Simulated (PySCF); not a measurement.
All values below come from PySCF 2.14.0 with PBE0-D3(BJ)/def2-TZVP // PBE0-D3(BJ)/def2-SVP. All species are isolated molecules in the gas phase. One relaxed conformer stands for a flexible species; it need not be the lowest. Excitations are Tamm–Dancoff values on a coarser integration grid. The basis has no diffuse functions, so Rydberg states are missing or too high.

Reference species (SMILES): `C[O][Ge]([O]C)([O]C)[O]C` (neutral, multiplicity 1).

```yaml
HOMO: -8.05 eV
T1 excitation (TDA): 6.44 eV
HOMO–LUMO gap: 8.32 eV
```

After one change: the HOMO falls by 1.16 eV; the T1 excitation (TDA) rises by 0.50 eV; the HOMO–LUMO gap increases by 0.61 eV.

Question: Which change was made? The new species is one of these.
(A) `C[O][Ge]([OH])([OH])[O]C`
(B) `[OH][Ge]([OH])([OH])[OH]`
(C) `C[O][Ge]([OH])([O]C)[O]C`
(D) `C[O][Ge]([OH])([OH])[OH]`

Answer: B, `[OH][Ge]([OH])([OH])[OH]`
